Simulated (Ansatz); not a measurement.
Cost and result up the ladder for SeOF2 (4 atoms). Charge 0, multiplicity 1. Geometry: PBE-D4/def2-TZVP.

```xyz
4

Se   -0.539    0.186   -0.166
O     0.216    1.448    0.466
F     0.625   -0.511   -1.315
F    -0.301   -1.123    1.014
```

Ansatz on 4 threads of Intel Xeon on a shared host. Times are rough, and most runs start from the orbitals of an earlier one. ωB97M-V/def2-TZVP serves as the yardstick here, not as an exact answer. Differences are given only for rows in sets of like size (and for xTB, whose basis is part of the method), since another set adds its own error. Binding counts from free atoms at the same level (Se triplet, O triplet, F doublet; other spins of the atoms weren't run), without zero-point energy or a counterpoise term.

The 6-31G sets use Cartesian d functions. LC-ωPBE has ω = 0.4 bohr⁻¹. B3LYP takes the VWN-RPA correlation. Correlated methods freeze 12 core orbitals; core or outer-core shells of Se are correlated, in sets that lack core-valence functions.

Correlated methods converge slowly with the basis.

| level | functions | binding energy per atom (eV) | difference from ωB97M-V/def2-TZVP (eV) |
| --- | --- | --- | --- |
| BHLYP-D4/def2-TZVP | 141 | 2.49 | -0.45 |
| ωB97M-V/def2-TZVP | 141 | 2.94 | 0.00 |
| HF/6-31G | 56 | 0.16 | – |
| B2PLYP/def2-TZVP | 141 | 2.94 | 0.00 |
| CCSD(T)/def2-TZVPP | 141 | 2.81 | -0.13 |
| HF/def2-TZVP (with forces) | 141 | 1.14 | -1.80 |
| PBE-D4/def2-SVP | 74 | 3.25 | – |
| PBE0-D4/def2-TZVP | 141 | 2.93 | -0.01 |
| r2SCAN-D4/def2-TZVP | 141 | 3.06 | 0.12 |
| LC-ωPBE/def2-TZVP | 141 | 2.93 | -0.01 |
| PBE-D4/def2-TZVP | 141 | 3.33 | 0.39 |
| RPA@PBE/def2-TZVP | 141 | 2.57 | -0.37 |
| PBE0-D4/def2-SVP | 74 | 2.81 | – |
| B3LYP-D4/6-31G | 56 | 2.19 | – |

(1) Estimate how long each takes.

Results:

(1) PBE-D4/def2-SVP 1.2 s; HF/6-31G 1.5 s; B3LYP-D4/6-31G 2.1 s; PBE-D4/def2-TZVP 2.5 s; BHLYP-D4/def2-TZVP 2.5 s; PBE0-D4/def2-SVP 3.1 s; PBE0-D4/def2-TZVP 3.7 s; HF/def2-TZVP (with forces) 3.9 s; r2SCAN-D4/def2-TZVP 4.2 s; LC-ωPBE/def2-TZVP 4.4 s; ωB97M-V/def2-TZVP 5.5 s; B2PLYP/def2-TZVP 6.5 s; RPA@PBE/def2-TZVP 6.6 s; CCSD(T)/def2-TZVPP 38 s. On shared hardware such times vary by a factor of up to 3.
